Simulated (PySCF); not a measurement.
B(Br)(Me)(NH2) (CH5BBrN), SMILES CB(N)Br. Geometry: PBE-D3(BJ)/def2-SVP. The structure was generated by enumeration, and PubChem lists no compound with its InChIKey, so it may never have been made. Other conformers were not sampled.

Q: Give the equilibrium geometry at PBE-D3(BJ)/def2-SVP (PySCF confirms it by a frequency run) as a Z-matrix, and its point group. (An estimate is asked for; the answer gives what the named calculation found.)

A: This is not unique; one that fits is point group Cs.
```
B
N 1 1.3988
H 2 1.0202 1 123.25
H 2 1.0207 3 114.52 1 180.00
C 1 1.5735 2 124.28 3 180.00
H 5 1.1093 1 113.30 2 0.00
H 5 1.1101 6 108.22 1 -122.82
H 5 1.1101 6 108.22 7 -114.36
Br 1 1.9627 2 116.67 3 0.00
```
Charge 0, spin multiplicity 1.
